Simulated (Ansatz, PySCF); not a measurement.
3-methylpenta-1,2-diene (C6H10), SMILES C=C=C(C)CC. Atoms are numbered in the order given.

```xyz
16

C      2.5921    -0.4066     0.2633
C      1.3490    -0.0379     0.0589
C      0.1016     0.3368    -0.1373
C     -0.3166     1.0603    -1.3992
C     -0.9715     0.0483     0.9007
C     -2.0196    -0.9685     0.4301
H      3.3125     0.2541     0.7600
H      2.9592    -1.3894    -0.0551
H     -1.0606     0.4730    -1.9635
H     -0.7879     2.0264    -1.1482
H      0.5421     1.2500    -2.0570
H     -1.4744     0.9994     1.1558
H     -0.4914    -0.3157     1.8217
H     -2.7691    -1.1464     1.2174
H     -1.5455    -1.9318     0.1845
H     -2.5557    -0.6177    -0.4659
```
Charge 0, spin multiplicity 1.

The structure is a stationary point at TPSSh-D3(BJ)/def2-SVP. One conformer was computed; it need not be the lowest.

Two levels are set side by side: PBE-D3(BJ)/def2-SVP (Ansatz, an electronic-structure program) and TPSSh-D3(BJ)/def2-SVP (PySCF). Each level has its own optimised geometry; the coordinates shown are those of the second. Frequencies come from the Hessian of PySCF at each geometry. Differences are taken from unrounded values.

```
quantity                            TPSSh-D3(BJ)  PBE-D3(BJ)  PBE-D3(BJ) minus TPSSh-D3(BJ)
----------------------------------  ------------  ----------  -----------------------------
mean bond length (Å)                       1.214       1.220                          0.006
bond C1–C2 (Å)                             1.313       1.318                          0.005
bond C2–C3 (Å)                             1.317       1.324                          0.007
bond C3–C4 (Å)                             1.514       1.513                          0.000
bond C3–C5 (Å)                             1.521       1.522                          0.001
bond C5–C6 (Å)                             1.534       1.535                          0.000
bond C1–H7 (Å)                             1.096       1.105                          0.008
bond C1–H8 (Å)                             1.096       1.105                          0.008
bond C4–H9 (Å)                             1.103       1.111                          0.008
bond C4–H10 (Å)                            1.104       1.112                          0.008
bond C4–H11 (Å)                            1.098       1.106                          0.008
bond C5–H12 (Å)                            1.106       1.114                          0.008
bond C5–H13 (Å)                            1.100       1.109                          0.008
bond C6–H14 (Å)                            1.101       1.109                          0.007
bond C6–H15 (Å)                            1.101       1.109                          0.008
bond C6–H16 (Å)                            1.101       1.109                          0.008
highest harmonic wavenumber (cm⁻¹)          3192        3120                            -72
mean harmonic wavenumber (cm⁻¹)             1466        1425                            -41
zero-point energy (kcal/mol)               88.01       85.57                          -2.43
```

Exact exchange shortens and stiffens bonds; PBE has none. Differences between two approximate levels are no errors against the true value.
